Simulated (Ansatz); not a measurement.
Species: [Ta(Cl)4(NH2)] (charge 0, multiplicity 1).

Problem. Give a relaxed geometry from r2SCAN-D4/def2-SVP (Ansatz, an electronic-structure program).

Solution. Several could match; the one computed here: the end point of this relaxation, one of several conformers.
Cartesian coordinates (Å) in one orientation:
```xyz
8

Ta    -0.014     0.169     0.037
Cl    -0.377    -1.937     0.921
Cl    -0.480     2.087     1.239
Cl    -2.113     0.195    -1.006
Cl     2.229     0.168     0.718
N      0.708     0.336    -1.778
H      0.130     0.391    -2.615
H      1.703     0.379    -1.991
```
